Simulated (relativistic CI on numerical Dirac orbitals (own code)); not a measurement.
**Zr2+: L2,3 absorption edge**

Computed with this model: Dirac-Coulomb-Breit CI, KLI orbitals optimised for each configuration, model QED, valence Slater integrals scaled by 0.9, multiplet model of core-to-valence dipole absorption; configurations [Kr] 4d2 → [He] 2s2 2p5 3s2 3p6 3d10 4s2 4p6 4d3; 10 K; Lorentzian 1.6 eV and Gaussian 0.5 eV FWHM. Energies are those of the free ion, without screening or charge transfer. The branching ratio is the share of the lower-energy edge in the whole absorption, uncertain by about 0.02 where the edges overlap. S is read from ⟨S²⟩ = S(S + 1).

Field parameters in Wybourne normalisation: Oh B⁴₀ = 21Dq, B⁴₄ = √(5/14) B⁴₀. The field is a parameter set, without covalency.

free ion: ground-state S = 1.00, centroid 2244.79 eV, branching ratio 0.768. Peaks (eV, height): 2225.2 (100), 2308.8 (20), 2310.0 (23).

Oh, 10Dq = 4700 cm⁻¹: ground-state S = 1.00, centroid 2248.08 eV, branching ratio 0.730. Peaks (eV, height): 2225.2 (100), 2309.8 (32).

Oh, 10Dq = 10650 cm⁻¹: ground-state S = 1.00, centroid 2249.22 eV, branching ratio 0.717. Peaks (eV, height): 2225.5 (100), 2309.8 (38).

Oh, 10Dq = 16550 cm⁻¹: ground-state S = 1.00, centroid 2249.71 eV, branching ratio 0.712. Peaks (eV, height): 2225.8 (100), 2309.8 (43).

Oh, 10Dq = 22500 cm⁻¹: ground-state S = 1.00, centroid 2250.00 eV, branching ratio 0.709. Peaks (eV, height): 2226.5 (100), 2309.8 (42).

Oh, 10Dq = 28400 cm⁻¹: ground-state S = 1.00, centroid 2250.21 eV, branching ratio 0.708. Peaks (eV, height): 2224.0 (78), 2227.0 (100), 2311.2 (38).

The statistical ratio of this edge is 2/3 = 0.667. Values above it arise where the holes sit mainly in the j = l + 1/2 valence subshell or the ground state has high spin; values below it where core-valence Coulomb terms move weight to the upper edge, as in nearly empty shells. At deep edges of heavy elements the radial integrals of the two core levels differ, which raises the baseline.

Strongest unbroadened transitions for Oh, 10Dq = 10650 cm⁻¹:

| Energy (eV) | Relative strength |
| --- | --- |
| 2223.35 | 89.6 |
| 2224.75 | 100.0 |
| 2224.80 | 82.9 |
| 2224.83 | 86.1 |
| 2224.97 | 54.8 |
| 2225.23 | 41.5 |
| 2225.27 | 49.6 |
| 2225.28 | 56.6 |
| 2225.39 | 34.2 |
| 2225.71 | 97.0 |
| 2225.84 | 33.6 |
| 2225.85 | 59.1 |
| 2225.89 | 82.3 |
| 2226.29 | 44.3 |
| 2307.61 | 32.3 |
| 2309.30 | 48.3 |
| 2309.84 | 51.9 |
| 2310.06 | 64.4 |
